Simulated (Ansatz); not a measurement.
This geometry of CH₆BSn (9 atoms, charge 1, multiplicity 1) is a first-order saddle point.

Computed with RKS PBE-D4/def2-SVP in Ansatz 0.2.0.

```xyz
9
Properties=species:S:1:pos:R:3
B -0.973 0.544 -0.767
C 0.140 1.103 -0.178
Sn 0.529 -1.198 0.637
H -1.967 0.210 -1.335
H -0.418 1.951 -0.747
H 1.025 1.543 0.292
H 2.033 -1.383 -0.150
H -0.831 -1.992 -0.043
H 0.461 -0.779 2.291
```

Question: Which two structures does it join? (They come from a converged band through this point; their orientation in space is the band's.)

Answer: No bond is made or broken. The dihedral H5–C2–Sn3–H9 goes from -48 to 176°.

First end point:

```xyz
9
Properties=species:S:1:pos:R:3
B -0.409 0.555 -1.513
C -0.007 1.081 -0.252
Sn 0.211 -1.016 0.904
H -0.741 0.034 -2.538
H -0.774 1.616 0.349
H 1.004 1.534 -0.166
H 1.628 -1.669 0.205
H -1.254 -1.832 0.558
H 0.342 -0.305 2.452
```

Last end point:

```xyz
9
Properties=species:S:1:pos:R:3
B -0.993 1.170 -0.637
C 0.346 0.709 -0.782
Sn 0.240 -1.055 0.849
H -2.130 1.495 -0.453
H 0.616 0.173 -1.718
H 1.165 1.359 -0.403
H 1.842 -1.584 0.574
H -1.019 -2.055 0.264
H -0.067 -0.213 2.306
```

Question: How far does it lie above each of them?

Answer: 28.3 kcal/mol above the first and 28.3 kcal/mol above the second. This is the barrier of this one path; another mechanism may lie lower. Limits of this set-up: the dipole of an ion depends on the origin.

Run time: 4.9 min on 1 CPU thread of a shared host.
